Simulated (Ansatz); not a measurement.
C2H3FInN (`[CH3][In]([F])[C]#N`). Total charge 0; spin multiplicity 1. In: def2 effective core potential.

```xyz
8

C    -1.245   -0.126   -0.860
In    0.322    0.369    0.472
F     0.145    1.979    1.553
C     2.171   -0.538    0.938
N     3.164   -1.087    1.143
H    -1.016   -1.044   -1.397
H    -1.377    0.696   -1.563
H    -2.164   -0.249   -0.286
```

Task: List the harmonic frequencies (cm⁻¹, unscaled) at PBE0-D4/def2-TZVP in Ansatz. (An estimate is asked.)

Result: The calculation gave: 14i, 79, 104, 120, 226, 265, 405, 536, 593, 737, 764, 1209, 1447, 1448, 2310, 3077, 3171, 3188.
